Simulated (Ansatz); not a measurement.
Reaction (hydrogenolysis of the Al–S bond): `C[N](C)[AlH][SH]` + H₂ → `C[N](C)[AlH2]` + H₂S

Calculated with Ansatz (gas phase, PBE0-D4/def2-TZVP geometries, no zero-point term in ΔE). CBS: MP2 limit from def2 TZ/QZ plus the TZ coupled-cluster correction, frozen cores. This one scheme is used for every species. Functionals use def2-TZVPP. B3LYP here is the variant with VWN-RPA as its local correlation; programs differ in this. HSE06 is defined as in plane-wave codes. Each species was taken in one conformer, which may not be the lowest.

(1) Is it downhill or uphill in electronic energy at CCSD(T)/CBS, and by how much? (An estimate is asked.)

(2) What do these levels give: r2SCAN0-D4, ωB97M-V, revPBE, r2SCAN, B3LYP, HSE06, LC-ωPBE, CCSD/def2-SVP, HF/def2-TZVPP, CCSD/def2-TZVPP, MP2/def2-QZVPP, CCSD/CBS(def2)? (An estimate is asked.)

Largest T1 diagnostic among the species: 0.012.

Results:

(1) Computed: Uphill: ΔE = +95.6 kJ/mol.

(2) The calculation gave: r2SCAN0-D4 97.6, ωB97M-V 91.4, revPBE 87.4, r2SCAN 97.9, B3LYP 82.7, HSE06 89.7, LC-ωPBE 87.0, CCSD/def2-SVP 76.6, HF/def2-TZVPP 74.2, CCSD/def2-TZVPP 86.7, MP2/def2-QZVPP 102.6, CCSD/CBS(def2) 90.9 kJ/mol.

At CCSD(T), def2-SVP lies −16.3 kJ/mol from the extrapolated value and def2-TZVPP −4.3 kJ/mol. Leaving LDA and LC-ωPBE aside and taking each functional with its dispersion term where it has one, the values, not all of them listed here, spread over 17.1 kJ/mol, from B97M-V to r2SCAN-D4. The D4 term adds +8.5 kJ/mol with B3LYP and +4.9 kJ/mol with PBE0; it sums over pairs of atoms, weighted by their polarisabilities, and B3LYP, whose exchange is more repulsive, gets the larger term.
